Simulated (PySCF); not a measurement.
Geometries of 3 isomers of C3H10OSi, from PBE0-D3(BJ)/def2-SVP geometry optimisation, gas phase (PySCF). One conformer each, no zero-point energy, no frequencies.

Question: Which is lowest in electronic energy at this level?
A.
```xyz
15
angstrom
C     -1.014    1.375    0.285
C     -0.331    0.029    0.441
C     -1.311   -1.121    0.571
O      0.487   -0.205   -0.696
Si     2.147   -0.246   -0.623
H     -1.661    1.594    1.148
H     -1.630    1.378   -0.627
H     -0.269    2.180    0.197
H      0.296    0.058    1.357
H     -0.775   -2.075    0.680
H     -1.966   -0.987    1.445
H     -1.938   -1.182   -0.332
H      2.619   -1.322    0.307
H      2.631   -0.518   -2.004
H      2.704    1.056   -0.135
```
B.
```xyz
15
angstrom
C      2.443   -0.219   -0.336
Si     0.750    0.601   -0.418
C     -0.607   -0.668   -0.043
C     -2.001   -0.181   -0.421
O     -2.252    1.134    0.005
H      2.621   -0.652    0.661
H      2.527   -1.029   -1.077
H      3.244    0.508   -0.536
H      0.709    1.719    0.577
H      0.527    1.172   -1.783
H     -0.377   -1.609   -0.573
H     -0.559   -0.913    1.034
H     -2.773   -0.882   -0.044
H     -2.100   -0.165   -1.518
H     -2.162    1.162    0.964
```
C.
```xyz
15
angstrom
C     -0.302    1.380   -1.089
Si    -0.218    0.018    0.202
C     -0.681   -1.632   -0.538
C      1.506   -0.045    0.945
O     -1.357    0.292    1.405
H      0.414    1.199   -1.906
H     -0.066    2.366   -0.654
H     -1.310    1.439   -1.527
H     -0.649   -2.425    0.225
H      0.011   -1.910   -1.349
H     -1.700   -1.603   -0.954
H      2.265   -0.247    0.172
H      1.775    0.907    1.431
H      1.574   -0.841    1.703
H     -1.271    1.117    1.890
```

Answer: C. That is `C[Si](C)(C)O`, 35.2 kcal/mol below the next.

```csv
SMILES,atoms numbered as above,E (Eh),relative (kcal/mol),relative (kJ/mol),dipole (D)
C[Si](C)(C)O,[CH3:1][Si:2]([CH3:3])([CH3:4])[OH:5],-484.55550,0.0,0.0,1.37
CC(C)O[SiH3],[CH3:1][CH:2]([CH3:3])[O:4][SiH3:5],-484.49947,35.2,147.1,1.11
C[SiH2]CCO,[CH3:1][SiH2:2][CH2:3][CH2:4][OH:5],-484.47783,48.7,203.9,2.15
```

As drawn, the lowest has an Si–O bond, which the highest lacks.
